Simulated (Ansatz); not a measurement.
Ansatz (a first-principles code) job for C3H6F2O, SMILES COC(C)(F)F, PBE/def2-SVPD. Coordinates come from a PBE0-D3(BJ)/def2-SVP optimisation. One conformer was computed; it need not be the lowest.

Ansatz 0.2 input:
```yaml
crystal:
  periodic: [false, false, false]
  atoms:
    - {symbol: C, position_ang: [1.69117409, -0.98293930, 0.19606228]}
    - {symbol: O, position_ang: [0.91490104, 0.13521888, 0.54819873]}
    - {symbol: C, position_ang: [-0.31686834, 0.24085166, -0.02059933]}
    - {symbol: C, position_ang: [-1.30221352, -0.84586297, 0.33227802]}
    - {symbol: F, position_ang: [-0.79280749, 1.43179727, 0.37466496]}
    - {symbol: F, position_ang: [-0.19106106, 0.30088601, -1.37714139]}
    - {symbol: H, position_ang: [1.29468741, -1.91730850, 0.63076713]}
    - {symbol: H, position_ang: [1.76481302, -1.09404720, -0.89748262]}
    - {symbol: H, position_ang: [2.69490896, -0.80961938, 0.60349398]}
    - {symbol: H, position_ang: [-2.27347619, -0.61034743, -0.12092594]}
    - {symbol: H, position_ang: [-1.41209396, -0.89833060, 1.42323227]}
    - {symbol: H, position_ang: [-0.96578423, -1.81854386, -0.04883270]}
basis:
  gaussian:
    orbitals: def2-SVPD
hamiltonian:
  xc: {name: PBE}
```

It prints:

```
WARN ansatz: RAYON_NUM_THREADS=2 ignored (pool sized by the plan → 2); use --threads N
Functional definition: PBE
integrals: 0.11 GiB planned
1446 factors; their error is unknown
mean field: 0.79 GiB planned
mean field evaluation 1: about -10661.6151 eV, gradient 6.7e1 eV
mean field evaluation 2: about -10649.2946 eV, gradient 1.0e2 eV
mean field evaluation 4: about -10671.0309 eV, gradient 6.0e0 eV
mean field evaluation 8: about -10671.0007 eV, gradient 2.9e-1 eV
mean field evaluation 16: about -10671.0008 eV, gradient 1.1e-4 eV
mean field -10671.00082806 eV, -392.1520473671 hartree, gradient 1.7e-5 eV, S^2 0.000000; 0 other end points of the search recorded, 0 dependent functions left out
reference -10671.00087213 eV, -392.1520489867 hartree; 25, 25 occupied and 152, 152 virtual orbitals, 1446 factors
Total energy: -10671.00087213 eV, -392.1520489867 hartree
```

Self-consistency was reached.
